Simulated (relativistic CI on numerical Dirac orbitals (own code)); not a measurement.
Slater and spin-orbit integrals, Ag11+

Computed by Dirac-Coulomb-Breit CI, separate exchange-only KLI orbitals for each configuration, model QED (radiative potential, 1s self-energy scaled to tabulated hydrogen-like ionisation energies), unscaled Slater integrals (own radial code, finite nucleus).

Slater integrals F^k, G^k are unscaled and averaged over j, outside the closed core [Ar] 3d10; ζ comes from projecting the Hamiltonian with its Breit term on Σ l·s of the shell.

- 4s2 4p5 4d: ζ(4p) = 34016, F^2(4p,4d) = 108770, G^1(4p,4d) = 138000, G^3(4p,4d) = 86827, ζ(4d) = 3341.9 cm⁻¹; <r>(4p) = 0.8954, <r^2>(4p) = 0.9051, <r>(4d) = 0.983, <r^2>(4d) = 1.103 (bohr units).
- 4s 4p6 4d: G^2(4s,4d) = 106530, ζ(4d) = 3374.6 cm⁻¹; <r>(4s) = 0.849, <r^2>(4s) = 0.8095, <r>(4d) = 0.9832, <r^2>(4d) = 1.104 (bohr units).
- 4s2 4p5 4f: ζ(4p) = 34191, F^2(4p,4f) = 98995, G^2(4p,4f) = 88935, G^4(4p,4f) = 61492, ζ(4f) = 76.734 cm⁻¹; <r>(4p) = 0.8942, <r^2>(4p) = 0.9029, <r>(4f) = 1.126, <r^2>(4f) = 1.459 (bohr units).

Averages of the first 10 configurations, taken without configuration mixing, which lowers the lowest level and can move excited configurations by several eV; other configurations of the list can lie among them:

| Configuration | Parity | States | Average energy above the lowest level (eV) |
| --- | --- | --- | --- |
| 4s2 4p6 | even | 1 | 0.2 |
| 4s2 4p5 4d | odd | 60 | 62.2 |
| 4s 4p6 4d | even | 20 | 109.3 |
| 4s2 4p5 4f | even | 84 | 129.1 |
| 4s 4p6 4f | odd | 28 | 176.5 |
| 4s2 4p5 5s | odd | 12 | 119.9 |
| 4s2 4p5 5p | even | 36 | 135.5 |
| 4s2 4p5 5d | odd | 60 | 159.5 |
| 4s 4p6 5s | even | 4 | 168.0 |
| 4p6 4d2 | even | 45 | 220.9 |
